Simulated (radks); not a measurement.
Initial-state core-level shifts of neutral iodine when its valence configuration changes from [Kr] 4d10 5s2 5p5. Calculated with a radial shooting solver on a logarithmic mesh with Libxc functionals: scalar-relativistic Kohn-Sham, LDA (Slater exchange, Perdew-Wang correlation), spin-polarised, spherical densities, finite nucleus; open shells are filled with parallel spins first (spin-orbit coupling, left out, can overturn this in heavy ions); Fermi nuclear charge, rms radius 4.75 fm. Shifts are changes of the shell-averaged eigenvalues in eV (positive: less bound); the change of the density at the nucleus, which sets a Mossbauer isomer shift, is in e/bohr^3, on a base of 2.559e+05.

4d9 5s2 5p6: 2s -9.835; 2p -9.799; 4s -7.603; 4p -7.267; density at nucleus +27.43
4d10 5s1 5p6: 2s -1.385; 2p -1.377; 4s -1.374; 4p -1.361; density at nucleus -72.27
4d10 5s1.5 5p5.5: 2s -0.697; 2p -0.693; 4s -0.691; 4p -0.685; density at nucleus -35.83
4d9.5 5s2 5p5.5: 2s -4.885; 2p -4.867; 4s -3.807; 4p -3.640; density at nucleus +13.60
4d9.5 5s1.5 5p6: 2s -5.565; 2p -5.543; 4s -4.478; 4p -4.304; density at nucleus -23.92
